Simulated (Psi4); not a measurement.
F2Sb (SMILES [F][Sb+][F]), charge +1, singlet, geometry from GFN2-xTB (all electrons, no relativity); Psi4 1.11 with PBE0/STO-3G.

The Psi4 input:
```
memory 2 GB

molecule mol {
1 1
  Sb    0.309097    0.145760    0.117138
  F    -1.017131    0.568992   -1.180809
  F    -0.734419   -1.394966    0.517026
}

set basis sto-3g
set reference rks
set scf_type pk
set puream true
set d_convergence 1e-8
set dft_radial_points 99
set dft_spherical_points 590

energy('pbe0')
print_variables()
```

Output, abridged:

```
   => Loading Basis Set <=

    Name: STO-3G
    Role: ORBITAL
    Keyword: BASIS

         ---------------------------------------------------------
                                   SCF
               by Justin Turney, Rob Parrish, Andy Simmonett
                          and Daniel G. A. Smith
                              RKS Reference
         ---------------------------------------------------------

  ==> Geometry <==

    Molecular point group: cs
    Full point group: Cs

    Geometry (in Angstrom), charge = 1, multiplicity = 1:

       Center              X                  Y                   Z               Mass
    ------------   -----------------  -----------------  -----------------  -----------------
         SB           0.041567538755    -0.328524956589     0.000000000000   120.903812000000
         F            1.163134115298     1.209252941224     0.000000000000    18.998403162730
         F           -1.427665499747     0.881444853137     0.000000000000    18.998403162730

  Running in cs symmetry.

  Rotational constants: A =      0.30405  B =      0.26022  C =      0.14022 [cm^-1]
  Rotational constants: A =   9115.16016  B =   7801.26041  C =   4203.59247 [MHz]
  Nuclear repulsion =  271.642148555775805

  Charge       = 1
  Multiplicity = 1
  Electrons    = 68
  Nalpha       = 34
  Nbeta        = 34

  ==> Algorithm <==

  SCF Algorithm Type is PK.
  DIIS enabled.
  MOM disabled.
  Fractional occupation disabled.
  Guess Type is SAD.
  Energy threshold   = 1.00e-06
  Density threshold  = 1.00e-08
  Integral threshold = 1.00e-12

  ==> Primary Basis <==

  Basis Set: STO-3G
    Blend: STO-3G
    Number of shells: 17
    Number of basis functions: 37
    Number of Cartesian functions: 39
    Spherical Harmonics?: true
    Max angular momentum: 2

  ==> DFT Potential <==

   => LibXC <=

    Version 7.1.2
    S. Lehtola, C. Steigemann, M. J. T. Oliveira, and M. A. L. Marques,  SoftwareX 7, 1–5 (2018) (10.1016/j.softx.2017.11.002)

   => Composite Functional: PBE0 <=

    PBE0 Hyb-GGA Exchange-Correlation Functional

    C. Adamo and V. Barone,  J. Chem. Phys. 110, 6158 (1999) (10.1063/1.478522)
    M. Ernzerhof and G. E. Scuseria,  J. Chem. Phys. 110, 5029 (1999) (10.1063/1.478401)

    Deriv               =              1
    GGA                 =           TRUE
    Meta                =          FALSE

    Exchange Hybrid     =           TRUE
    MP2 Hybrid          =          FALSE

   => Exchange Functionals <=

    0.7500   Perdew, Burke & Ernzerhof

   => Exact (HF) Exchange <=

    0.2500               HF

   => Correlation Functionals <=

    1.0000   Perdew, Burke & Ernzerhof

   => LibXC Density Thresholds  <==

    XC_HYB_GGA_XC_PBEH:  1.00E-15

   => Molecular Quadrature <=

    Radial Scheme          =       TREUTLER
    Pruning Scheme         =           NONE
    Nuclear Scheme         =       TREUTLER

    Blocking Scheme        =         OCTREE
    BS radius alpha        =              1
    Pruning alpha          =              1
    Radial Points          =             99
    Spherical Points       =            590
    Total Points           =         160901
    Total Blocks           =           1247
    Max Points             =            256
    Max Functions          =             35
    Weights Tolerance      =       1.00E-15

  ==> Integral Setup <==

  Using in-core PK algorithm.
   Calculation information:
      Number of atoms:                   3
      Number of AO shells:              17
      Number of primitives:             51
      Number of atomic orbitals:        39
      Number of basis functions:        37

      Integral cutoff                 1.00e-12
      Number of threads:                 1

  Performing in-core PK
  Using 494912 doubles for integral storage.
  We computed 9870 shell quartets total.
  Whereas there are 11781 unique shell quartets.

  ==> DiskJK: Disk-Based J/K Matrices <==

    J tasked:                  Yes
    K tasked:                  Yes
    wK tasked:                  No
    Schwarz Cutoff:          1E-12

  Minimum eigenvalue in the overlap matrix is 3.3726089645E-01.
  Reciprocal condition number of the overlap matrix is 1.9469548414E-01.
    Using symmetric orthogonalization.

  ==> Pre-Iterations <==

  SCF Guess: Superposition of Atomic Densities via on-the-fly atomic UHF (no occupation information).

   -------------------------
    Irrep   Nso     Nmo
   -------------------------
     A'        27      27
     A"        10      10
   -------------------------
    Total      37      37
   -------------------------

  ==> Iterations <==

                        Total Energy        Delta E     RMS |[F,P]|

   @RKS iter SAD: -6447.39366676708687   -6.44739e+03   0.00000e+00
   @RKS iter   1: -6449.36980949836470   -1.97614e+00   1.68900e-02 DIIS/ADIIS
   @RKS iter   2: -6449.23200394625837    1.37806e-01   1.69512e-02 DIIS/ADIIS
   @RKS iter   3: -6449.52956789162636   -2.97564e-01   3.61580e-03 DIIS/ADIIS
   @RKS iter   4: -6449.53905441484585   -9.48652e-03   1.94041e-04 DIIS/ADIIS
   @RKS iter   5: -6449.53908843560657   -3.40208e-05   3.04252e-05 DIIS
   @RKS iter   6: -6449.53908906616562   -6.30559e-07   1.13890e-05 DIIS
   @RKS iter   7: -6449.53908915974353   -9.35779e-08   6.59989e-07 DIIS
   @RKS iter   8: -6449.53908915996271   -2.19188e-10   3.73024e-07 DIIS
   @RKS iter   9: -6449.53908916005093   -8.82210e-11   2.41026e-08 DIIS
   @RKS iter  10: -6449.53908916005184   -9.09495e-13   1.78040e-09 DIIS
  Energy and wave function converged.

  ==> Post-Iterations <==

   Electrons on quadrature grid:
      Ntotal   =   67.9999750396 ; deviation = -2.496e-05

    Orbital Energies [Eh]
    ---------------------

    Doubly Occupied:

       1Ap  -1064.094864     2Ap  -157.409897     1App -149.847610
       3Ap  -149.847434     4Ap  -149.847038     5Ap   -30.011993
       2App  -27.299581     6Ap   -27.298963     7Ap   -27.297451
       8Ap   -24.748916     9Ap   -24.748580    10Ap   -19.106453
       3App  -19.106379     4App  -19.105277    11Ap   -19.104769
      12Ap   -19.104482    13Ap    -5.054969     5App   -3.887924
      14Ap    -3.886081    15Ap    -3.879738    16Ap    -1.406270
      17Ap    -1.403005     6App   -1.303553    18Ap    -1.300393
       7App   -1.299203    19Ap    -1.294211    20Ap    -1.277817
      21Ap    -0.707097    22Ap    -0.606215     8App   -0.574267
      23Ap    -0.564370     9App   -0.522058    24Ap    -0.521789
      25Ap    -0.491269

    Virtual:

      10App   -0.318487    26Ap    -0.190486    27Ap    -0.105992

    Final Occupation by Irrep:
             Ap   App
    DOCC [    25,    9 ]
    NA   [    25,    9 ]
    NB   [    25,    9 ]

  @RKS Final Energy: -6449.53908916005184

   => Energetics <=

    Nuclear Repulsion Energy =            271.6421485557758047
    One-Electron Energy =               -9428.4667039588912303
    Two-Electron Energy =                2847.8997280972253066
    DFT Exchange-Correlation Energy =    -140.6142618541632316
    Empirical Dispersion Energy =           0.0000000000000000
    VV10 Nonlocal Energy =                  0.0000000000000000
    Total Energy =                      -6449.5390891600527539

Computation Completed

Properties will be evaluated at   0.000000,   0.000000,   0.000000 [a0]

Properties computed using the SCF density matrix

 Multipole Moments:

 ------------------------------------------------------------------------------------
     Multipole            Electronic (a.u.)      Nuclear  (a.u.)        Total (a.u.)
 ------------------------------------------------------------------------------------

 L = 1.  Multiply by 2.5417464519 to convert [e a0] to [Debye]
 Dipole X            :          0.5172343           -0.4929124            0.0243219
 Dipole Y            :         -4.0879100            3.8956843           -0.1922257
 Dipole Z            :          0.0000000            0.0000000            0.0000000
 Magnitude           :                                                    0.1937583

 ------------------------------------------------------------------------------------

  Variable Map:
  ----------------------------------------------------------------------------
  "CURRENT ENERGY"              =>   -6449.539089160052
  "CURRENT REFERENCE ENERGY"    =>   -6449.539089160052
  "DD SOLVATION ENERGY"         =>       0.000000000000
  "DFT FUNCTIONAL TOTAL ENERGY" =>   -6449.539089160053
  "DFT TOTAL ENERGY"            =>   -6449.539089160053
  "DFT VV10 ENERGY"             =>       0.000000000000
  "DFT XC ENERGY"               =>    -140.614261854163
  "GRID ELECTRONS ALPHA"        =>      33.999987519822
  "GRID ELECTRONS BETA"         =>      33.999987519822
  "GRID ELECTRONS TOTAL"        =>      67.999975039643
  "NUCLEAR REPULSION ENERGY"    =>     271.642148555776
  "ONE-ELECTRON ENERGY"         =>   -9428.466703958891
  "PCM POLARIZATION ENERGY"     =>       0.000000000000
  "PE ENERGY"                   =>       0.000000000000
  "SCF ITERATION ENERGY"        =>   -6449.539089160052
  "SCF ITERATIONS"              =>      10.000000000000
  "SCF TOTAL ENERGY"            =>   -6449.539089160052
  "TWO-ELECTRON ENERGY"         =>    2847.899728097225
  "XC GRID RADIAL POINTS"       =>      99.000000000000
  "XC GRID SPHERICAL POINTS"    =>     590.000000000000
  "XC GRID TOTAL POINTS"        =>  160901.000000000000

  Array Variable Map:
  ----------------------------------------------------------------------------
  "CURRENT DIPOLE"              =>       0.024321921777 ... 0.000000000000 1 by 3
  "SCF DIPOLE"                  =>       0.024321921777 ... 0.000000000000 1 by 3
  "SCF TOTAL ENERGIES"          =>   -6447.393666767087 ... -6449.539089160052 1 by 11
```
